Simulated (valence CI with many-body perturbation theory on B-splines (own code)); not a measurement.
**Er LXIII: what the settings do**

Computed by relativistic CI+MBPT: four valence electrons over a frozen Dirac-Fock core [He], radial functions for each j: 6 s, 6 p, 5 d, 3 f, 1 g, with the one-electron correlation potential Σ1, the two-electron term Σ2, the three-electron term Σ3, Breit, model QED; selected CI, second order for the rest (own B-spline code, finite nucleus).

The last digits are not significant, and no measured levels were compared; by estimate large intervals hold to a few tenths of a per cent, small ones and those within an open d or f shell to about a per cent.

The reference run has the lowest level (2s^2 2p1/2^2) J=0 and an ionisation energy of 15147.3 eV. Its largest variational space holds 9286 state functions.

Levels are named by their leading jj configuration (3d3/2^4 stands for four electrons in 3d with j = 3/2), which in mixed levels can hold well under half, so a name can repeat and another be missing. Letters in brackets count levels of one name in rising energy.

Reference levels: (2s^2 2p1/2 2p3/2) J=1 7702400, (2s^2 2p1/2 2p3/2) J=2 7846830, (2s 2p1/2^2 2p3/2) J=2 9828450, (2s 2p1/2^2 2p3/2) J=1 10467600, (2s^2 2p3/2^2) J=2 15707400, (2s^2 2p3/2^2) J=0 16157300, (2s 2p1/2 2p3/2^2) J=2 [a] 17324100, (2s 2p1/2 2p3/2^2) J=3 17666500, (2s 2p1/2 2p3/2^2) J=0 18102600, (2s 2p1/2 2p3/2^2) J=1 [a] 18267500, (2s 2p1/2 2p3/2^2) J=2 [b] 18346700, (2s 2p1/2 2p3/2^2) J=1 [b] 18377000 cm⁻¹.

**Question.** Rank these changes by the mean size of the shift of these levels, smallest first.
A. correlating orbitals by l 3 3 3 2 1 → 2 4 1 1 3
B. scale of Σ1 1 → 0
C. box radius (bohr) 0.92648 → 0.55

**Answer.** C (26 cm⁻¹), A (210 cm⁻¹), B (1000 cm⁻¹).
